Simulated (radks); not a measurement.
Values are calculated unless marked as measured or tabulated.
Neutral lead inside a hard spherical wall (all orbitals vanish at R), configuration held at [Hg] 6p2 and not refilled when levels cross. Level of theory: scalar-relativistic Kohn-Sham, PBE, spin-polarised, spherical densities, point nucleus; open shells are filled with parallel spins first (spin-orbit coupling, left out, can overturn this in heavy ions) (a radial shooting solver on a logarithmic mesh with Libxc functionals). Eigenvalues in eV for spin up, with the zero of energy where the potential of the charges vanishes at infinity; a dash marks a level that is unbound or too diffuse for the functional's potential to be trusted. A positive occupied level is held by the wall or, in an anion where self-interaction has pushed it up, behind a barrier. The pressure on the wall is -dE/dV.

R (bohr)  E (hartree)  kinetic (hartree)    e(5p)    e(5d)    e(6s)   e(6p)  e(7s, empty)  e(6d, empty)  pressure (GPa)
free      -20881.9299          23611.151  -85.703  -21.121  -12.391  -3.938             -             -               0
20        -20881.9299          23611.151  -85.703  -21.121  -12.391  -3.938        -0.704             -        < 0.0001
15        -20881.9299          23611.151  -85.703  -21.121  -12.390  -3.937        -0.642         0.749        < 0.0001
12        -20881.9298          23611.152  -85.691  -21.109  -12.380  -3.928        -0.417         1.135         0.00173
10        -20881.9291          23611.158  -85.633  -21.052  -12.333  -3.882         0.088         1.712          0.0196
8         -20881.9236          23611.195  -85.364  -20.788  -12.121  -3.648         1.600         2.994           0.235
7         -20881.9123          23611.260  -84.994  -20.429  -11.838  -3.291         3.408         4.285           0.876
3.5       -20880.7538          23616.412  -75.040  -11.185   -1.778  11.800        54.198        34.005             341
3         -20879.2947          23622.454  -68.170   -4.714    7.686  25.124        90.930        55.065            1180
2.5       -20875.3052          23638.186  -55.041    8.557   30.142  55.123        164.34        97.323            4920
